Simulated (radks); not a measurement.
The numbers below are computed, except where a source is named.
Task: Level of theory: non-relativistic Kohn-Sham, LDA (Slater exchange, Perdew-Wang correlation), spin-polarised, spherical densities, point nucleus (a radial shooting solver on a logarithmic mesh with Libxc functionals). Response by self-consistent Sternheimer equations with the Hartree and adiabatic LDA kernel. Rank Nb5+, Zr4+, Mo6+, Sr2+, Rb+, Tc7+, Ru8+, Kr (NIST ground configurations) by static dipole polarisability, largest first.

Result: Kr 18.04, Rb+ 9.514, Sr2+ 5.997, Zr4+ 3.045, Nb5+ 2.326, Mo6+ 1.831, Tc7+ 1.475, Ru8+ 1.210 bohr^3.
